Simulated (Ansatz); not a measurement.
Computed with Ansatz on PBE0-D4/def2-TZVP structures; ΔE is electronic, products minus reactants. CCSD(T)/CBS is the MP2 limit (def2-TZVPP, def2-QZVPP) plus CCSD(T) − MP2 in def2-TZVPP, frozen cores. This one scheme is used for every species. DFT in def2-TZVPP. Elements past krypton have def2 core potentials. For Sn outer-core shells are correlated without core-valence functions, which leaves a few kJ/mol of doubt a bond. Each species was taken in one conformer, which may not be the lowest.

Consider the ligand exchange at the Sn–F bond: `[F][Sn]([SH])([Cl])[Cl]` + CH₃OH → `C[O][Sn]([SH])([Cl])[Cl]` + H–F.

`[F][Sn]([SH])([Cl])[Cl]`:

Z-matrix (Å, degrees):
```
Sn
S 1 2.358
Cl 1 2.288 2 110.7
F 1 1.900 2 110.9 3 117.5
Cl 1 2.293 2 113.4 3 -125.7
H 2 1.346 1 91.4 3 168.4
```

CH₃OH:

Cartesian coordinates in Å:
```
C 0.056 0.203 0.287
O -0.317 -0.093 -1.039
H -0.089 1.274 0.429
H 1.110 -0.028 0.487
H -0.564 -0.324 1.023
H -0.196 -1.032 -1.187
```

`C[O][Sn]([SH])([Cl])[Cl]`:

```xyz
10

C     0.831    0.938    1.196
O     0.660    0.492   -0.137
Sn   -0.767   -0.741   -0.588
S    -0.561   -1.135   -2.905
Cl   -2.791    0.187    0.022
Cl   -0.557   -2.644    0.703
H     1.040    0.110    1.882
H     1.688    1.616    1.203
H    -0.046    1.486    1.560
H     0.503   -0.310   -2.936
```

H–F:

Cartesian coordinates in Å:
```
F -0.410 0.018 -0.208
H 0.410 -0.018 0.208
```

CCSD(T)/CBS gives +17.4 kJ/mol.

Question: Another level gave +24.9 kJ/mol. Which?
A. PBE/def2-TZVPP
B. PBE0-D4/def2-TZVPP
C. CCSD/def2-TZVPP
D. HF/def2-TZVPP

Answer: B. PBE0-D4 24.9, HF/def2-TZVPP 39.3, PBE 32.2, CCSD/def2-TZVPP 20.5 kJ/mol.

Largest T1 diagnostic among the species: 0.013.

In def2-TZVPP, CCSD(T) changes the Hartree–Fock value by −22.2 kJ/mol (the triples alone add −3.3 kJ/mol) and MP2 by −27.8 kJ/mol. The D4 term adds −10.2 kJ/mol with B3LYP and −6.0 kJ/mol with PBE0; it sums over pairs of atoms, weighted by their polarisabilities, and B3LYP, whose exchange is more repulsive, gets the larger term.

CCSD(T)/CBS has its own doubt, a few kJ/mol and more with outer-core shells, so smaller differences from it don't rank the levels.

B3LYP here is the variant with VWN-RPA as its local correlation; programs differ in this.
